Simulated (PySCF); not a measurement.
## Excitation energy of Tl⁺ by level of theory

Tl⁺ [Xe] 4f14 5d10 6s2 (1S) → Tl⁺ [Xe] 4f14 5d9 6s2 6p1 (high-spin determinant), as a difference of total energies. All numbers are calculated (PySCF 2.14, scalar relativity by spin-free X2C-1e, in x2c-QZVPPall). Correlated levels: valence and next inner shell: [Kr] 4d10 4f14 frozen. The calculations carry no spin-orbit coupling.

| method | excitation energy (eV) |
| --- | --- |
| UHF | 14.474 |
| LDA | 15.458 |
| PBE | 15.238 |
| PBE0 | 15.218 |
| r2SCAN | 15.263 |
| MP2 (valence and next inner shell) | 15.591 |
| SCS-MP2 (valence and next inner shell) | 15.489 |

Task: How much does correlation contribute at MP2 (valence and next inner shell)?

Result: 15.591 − (14.474) = 1.117 eV, measured against UHF.

A first-order spin-orbit estimate (lowest level to lowest level, LS coupling) adds -0.431 eV.

The basis was made for the ground configuration and has no added diffuse functions, so the excitation energy can come out too high.

The determinant of the upper state mixes LS terms, which raises its energy above the lowest term, most at the Hartree-Fock and MP2 levels.
